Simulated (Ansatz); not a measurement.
Stepwise reaction of `[OH][In]([SH])[SH]` with hydrogen, as a gas-phase model of exchange steps in deposition or etching. ΔE in kJ/mol.

Calculated with Ansatz (gas phase, PBE0-D4/def2-TZVP geometries, no zero-point term in ΔE). CCSD(T)/CBS is the MP2 limit (def2-TZVPP, def2-QZVPP) plus CCSD(T) − MP2 in def2-TZVPP, frozen cores. This one scheme is used for every species. Functionals use def2-TZVPP. B3LYP here is the variant with VWN-RPA as its local correlation; programs differ in this. Elements past krypton have def2 core potentials. For In outer-core shells are correlated without core-valence functions, which leaves a few kJ/mol of doubt a bond. Each species was taken in one conformer, which may not be the lowest.

| step | reaction | PBE-D4 | B3LYP-D4 | ωB97M-V | CCSD(T)/CBS |
| --- | --- | --- | --- | --- | --- |
| 1 | `[OH][In]([SH])[SH]` + H₂ → `[OH][InH][SH]` + H₂S | 66.9 | 64.6 | 61.3 | 68.8 |
| 2 | `[OH][InH][SH]` + H₂ → `[OH][InH2]` + H₂S | 75.5 | 72.4 | 70.4 | 78.2 |

Problem. By hand: ΔE of the 2 steps together at CCSD(T)/CBS.

Solution. (68.8) + (78.2) = 147.0 kJ/mol, or 73.5 kJ/mol a step.

In ΔE each step is higher than the one before. All are uphill at CCSD(T)/CBS. PBE-D4 differs from CCSD(T)/CBS by -2.7 to -1.9 kJ/mol a step. Isolated molecules leave out the surface, adducts and barriers. Largest T1 diagnostic: 0.017.
